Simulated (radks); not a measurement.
Results of a calculation; reference values are marked as such.
Ionisation of the rhenium ion Re+, [Xe] 4f14 5d5 6s1, to Re2+, [Xe] 4f14 5d5, under several functionals. Scalar-relativistic Kohn-Sham, spin-polarised, spherical densities, point nucleus; open shells are filled with parallel spins first (spin-orbit coupling, left out, can overturn this in heavy ions); a radial shooting solver on a logarithmic mesh with Libxc functionals.

| functional | E(Re+) (hartree) | Exc (hartree) | IE (eV) | -e(HOMO) (eV) | <r> HOMO (bohr) | IE error (eV) |
|---|---|---|---|---|---|---|
| OLYP | -16698.0696 | -336.6340 | 16.833 | 13.258 | 2.785 | +0.233 |
| LDA (Slater exchange, Perdew-Wang correlation) | -16682.4237 | -320.7563 | 17.482 | 13.813 | 2.794 | +0.882 |
| XLYP | -16693.9701 | -332.2681 | 17.010 | 13.326 | 2.814 | +0.410 |
| PW91 | -16693.7431 | -332.0686 | 17.293 | 13.655 | 2.801 | +0.693 |
| LDA (Slater exchange, VWN5 correlation) | -16682.4558 | -320.7889 | 17.483 | 13.814 | 2.794 | +0.883 |
| RPBE | -16692.5910 | -330.9194 | 17.108 | 13.503 | 2.803 | +0.508 |

NIST Atomic Spectra Database: 16.6 eV (semi-empirical). Closest: OLYP. The Delta-SCF values span 0.65 eV, the total energies 15.65 hartree. The highest occupied level is 6s. Open shells are spherical and high-spin; term and fine-structure splittings are not resolved. Spin-orbit splitting is averaged out at the scalar-relativistic level.
